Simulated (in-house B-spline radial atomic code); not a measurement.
Settings and results of a run for Pd⁴⁺. Level of theory: scalar-relativistic (X2C) CAM-B3LYP, spin-polarised, spherical fractional occupations, Fermi nucleus of rms radius 4.5318 fm; calculated with a radial B-spline atomic code at the basis-set limit.

Command:
```bash
python run_scf.py task.json out
```
Settings (nuclear radius in fm, mass in u):
```
Z                46
configuration    [Kr] 4d6
hamiltonian      x2c
method           camb3lyp
spin_polarised   True
nucleus          fermi
rms_radius       4.5318
atomic_mass      105.90348
speed_of_light   137.035999084
```

Output (hartree, bohr):
```
 radial grid: 68 intervals, B-splines of order 8, outer radius 22.1277 bohr

 iter        energy (Eh)    residual
    1       -5029.971099    6.42e-01
    2       -5037.448504    3.92e-01
    3       -5041.263681    9.51e-02
    4       -5041.478188    2.66e-02
    5       -5041.488161    1.32e-02
    6       -5041.491453    2.30e-03
    7       -5041.491489    3.28e-04
    8       -5041.491490    3.00e-05
    9       -5041.491490    2.00e-06
   10       -5041.491490    5.91e-08

 total energy                     -5041.49149
 kinetic                            5266.4777
 electron-nucleus                 -12131.3072
 Hartree                            1967.0756
 exact exchange                      -30.2699
 exchange-correlation               -113.4677

 orbital      occ     eigenvalue          <r>       <r^2>       <1/r>       r_max
 1s up      1.000      -891.4608    0.0313126  0.00133559     50.1174     0.02002
 1s down    1.000      -891.4610    0.0313125  0.00133558     50.1175     0.02002
 2s up      1.000      -132.7478     0.137858   0.0224689     11.2971      0.1167
 2s down    1.000      -132.7117     0.137844   0.0224644     11.2986      0.1167
 2p up      3.000      -119.2660     0.120392   0.0177178      10.622     0.09314
 2p down    3.000      -119.2360     0.120372    0.017712     10.6235     0.09313
 3s up      1.000       -26.0618      0.37877    0.164299     3.90523      0.3417
 3s down    1.000       -26.0433     0.378689    0.164186     3.90484      0.3418
 3p up      3.000       -21.6044     0.378183     0.16626     3.66398      0.3348
 3p down    3.000       -21.5830     0.378047    0.166076     3.66382      0.3349
 3d up      5.000       -14.5083     0.357255    0.152278     3.42225      0.2821
 3d down    5.000       -14.4707     0.357304    0.152242     3.42074      0.2823
 4s up      1.000        -5.5606     0.934328     0.98654     1.48453      0.8488
 4s down    1.000        -5.4052     0.931954    0.982386     1.49102      0.8458
 4p up      3.000        -4.2451      1.01397     1.17159      1.3352      0.9031
 4p down    3.000        -4.0676      1.01294     1.17084     1.33897      0.8998
 4d up      5.000        -2.2992      1.24389     1.80514     1.05823       1.039
 4d down    1.000        -1.9477      1.27983     1.92545     1.03391       1.047
```

Run time, properties included: 1.5 s on 1 thread of Arm Neoverse V1 (shared host).

Caution: exact exchange at fractional occupations of open shells leaves self-interaction of up to several eV.

One-electron X2C: radii and densities carry no picture-change correction, so inner-shell <1/r> comes out high (for 1s by about 2 % at Z = 33, 5 % at 54, 10 % at 75, 30 % at 118) and <r> low.
